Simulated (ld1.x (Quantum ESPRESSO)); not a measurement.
**Reading a pseudo-wave (boron)**

Columns: radius, all-electron u(r) and pseudo u(r) of the 2s shell (level -9.36 eV) of boron in the configuration [He] 2s2 2p1; PBEsol, non-relativistic, RRKJ scheme, ld1.x (Quantum ESPRESSO) 7.5.

| r (bohr) | all-electron | pseudo |
| --- | --- | --- |
| 0.168 | 0.3056 | -0.0620 |
| 0.335 | 0.1760 | -0.1370 |
| 0.503 | -0.0581 | -0.2341 |
| 0.670 | -0.2811 | -0.3507 |
| 0.838 | -0.4611 | -0.4759 |
| 1.005 | -0.5908 | -0.5890 |
| 1.172 | -0.6743 | -0.6732 |
| 1.340 | -0.7194 | -0.7206 |
| 1.508 | -0.7339 | -0.7347 |
| 1.675 | -0.7258 | -0.7258 |
| 1.842 | -0.7017 | -0.7017 |
| 2.010 | -0.6667 | -0.6667 |
| 2.178 | -0.6249 | -0.6249 |
| 2.345 | -0.5798 | -0.5798 |
| 2.512 | -0.5334 | -0.5334 |
| 2.680 | -0.4869 | -0.4869 |
| 2.848 | -0.4418 | -0.4418 |
| 3.015 | -0.3991 | -0.3991 |
| 3.182 | -0.3590 | -0.3590 |
| 3.350 | -0.3216 | -0.3216 |
| 3.518 | -0.2873 | -0.2873 |
| 3.685 | -0.2561 | -0.2561 |
| 3.852 | -0.2278 | -0.2278 |
| 4.020 | -0.2021 | -0.2021 |
| 4.188 | -0.1790 | -0.1790 |
| 4.355 | -0.1585 | -0.1585 |

Q: How many radial nodes do the two functions have?

A: The all-electron 2s function has n − l − 1 = 1; the pseudo-wave has 0, since the states of the same l below it are removed with the core.

Q: At about which radius was the pseudo-wave matched?

A: 1.70 bohr, where the columns begin to agree (steps of 0.17 bohr).

Q: Is the pseudo-wave norm-conserving?

A: Yes: the RRKJ scheme keeps the norm inside the radius equal to the all-electron one, which fixes the energy derivative of the logarithmic derivative at the level.
